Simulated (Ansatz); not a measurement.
Reactions of `[OH][AlH][CH2]F`.

Calculated with Ansatz (gas phase, PBE0-D4/def2-TZVP geometries, no zero-point term in ΔE). CBS: MP2 limit from def2 TZ/QZ plus the TZ coupled-cluster correction, frozen cores. This one scheme is used for every species. Elements past krypton have def2 core potentials. For I outer-core shells are correlated without core-valence functions, which leaves a few kJ/mol of doubt a bond. One conformer a species, not always the lowest.

Order these by ΔE at CCSD(T)/CBS, lowest first. (Estimate.)
A. `[OH][AlH][CH2]F` + `CI` → `F[CH2][AlH][I]` + CH₃OH
B. `[OH][AlH][CH2]F` + H₂S → `[OH][AlH][SH]` + `CF`
C. `[OH][AlH][CH2]F` + `C=CC=S` → `C=C(C=S)CF` + `[OH][AlH2]`
D. `[OH][AlH][CH2]F` + `OCF` → `[OH][AlH][O]CF` + `CF`
E. `[OH][AlH][CH2]F` + CH₃OH → `CO[CH2][AlH][OH]` + H–F
F. `[OH][AlH][CH2]F` + `CB(O)O` → `CB(O)OCF` + `[OH][AlH2]`
G. `[OH][AlH][CH2]F` + CH₄ → `[CH3][AlH][CH2]F` + H₂O

D (-167.4 kJ/mol), B (-139.6 kJ/mol), E (-17.5 kJ/mol), C (-2.9 kJ/mol), F (+19.2 kJ/mol), A (+40.0 kJ/mol), G (+147.8 kJ/mol).

Largest T1 diagnostic: 0.016, for `C=CC=S`.
